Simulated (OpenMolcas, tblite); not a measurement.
# CH3F2Si (SMILES C[Si](F)F): the dipole moment, rung by rung

CH3F2Si: 7 atoms, total charge 0, spin state doublet. As SMILES, `C[Si](F)F`. The shape is that of a PBE0-D4/def2-TZVP optimisation.

Each level gives the dipole moment (D). The values are calculated.

```
           level            kind     program  value (D)
        GFN2-xTB  semi-empirical      tblite       2.22
   UHF/6-311+G**    Hartree–Fock  OpenMolcas       2.60
USVWN5/6-311+G**             LDA  OpenMolcas       2.41
 UBLYP/6-311+G**             GGA  OpenMolcas       2.32
 UTPSS/6-311+G**        meta-GGA  OpenMolcas       2.29
UBHLYP/6-311+G**   global hybrid  OpenMolcas       2.53
```

The values span 2.22 to 2.60 D. Magnitudes only.
